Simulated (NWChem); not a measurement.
Species: InF₂ cation; SMILES [F][In+][F]

Results from NWChem. The geometry was optimised at PBE0/def2-SVP. def2 effective core potentials on In; no spin-orbit coupling. Static field.

For level B3LYP/def2-SVPD:

| Item | Value |
|---|---|
| anisotropy (bohr³) | 18.0 |

Q: What are these values for level LC-BLYP (range parameter 0.33 per bohr)/def2-SVPD?

A: 
| Quantity | Result |
|---|---|
| anisotropy (bohr³) | 16.7 |
